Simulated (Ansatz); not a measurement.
Compare A (`O/C([SiH3])=C/[SiH3]`) with its isomer B (`O[SiH2]/C=C/[SiH3]`).

Gas-phase electronic energies from Ansatz, PBE0-D4/def2-TZVP geometries. CBS: MP2 limit from def2 TZ/QZ plus the TZ coupled-cluster correction, frozen cores. Double bonds are as drawn, so ΔE can hold a change between cis and trans. DFT in def2-TZVPP. B3LYP here is the variant with VWN-RPA as its local correlation; programs differ in this. Each species was taken in one conformer, which may not be the lowest.

(1) Which is lower in electronic energy at CCSD(T)/CBS, and by how much? (Best estimate.)

(2) Give E(B) − E(A) in kcal/mol with PBE0-D4, LDA (SPW92), B2PLYP, B3LYP, MP2/def2-TZVPP, HF/def2-TZVPP, ωB97M-V. (Estimate.)

(3) Does the order hold for the free energy at 298.15 K (harmonic terms from PBE0-D4)? (An estimate is asked.)

Largest T1 diagnostic: 0.013.

Answers

(1) Computed: B, by 37.1 kcal/mol.

(2) Computed: PBE0-D4 -33.0, LDA (SPW92) -29.0, B2PLYP -36.5, B3LYP -35.5, MP2/def2-TZVPP -37.6, HF/def2-TZVPP -39.9, ωB97M-V -35.3. None reverses the order clearly.

(3) The calculation gave: Yes: G(B) − G(A) = -36.3 kcal/mol, for one conformer each.

From r2SCAN to r2SCAN0 (25 % exact exchange), in def2-TZVPP and without D4, E(B) − E(A) moves by −1.3 kcal/mol. In def2-TZVPP, CCSD(T) changes the Hartree–Fock value by +3.6 kcal/mol (the triples alone add +0.9 kcal/mol) and MP2 by +2.3 kcal/mol.
